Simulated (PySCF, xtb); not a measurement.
SnH2, SMILES [SnH2] (connectivity only; charge and spin as stated), neutral, multiplicity 1.

Harmonic wavenumbers (cm⁻¹) from xtb 6.7.1 with GFN2-xTB at its own minimum, in rising order: 760, 1357, 1464.

### Question
What does B3LYP-D3(BJ)/def2-TZVPD in PySCF give at its own minimum? (An estimate is asked for; the answer gives what the named calculation found.)

### Answer
789, 1699, 1701. Paired by order, the mean absolute difference is 202 cm⁻¹ and the zero-point energies are 5.1 and 6.0 kcal/mol.
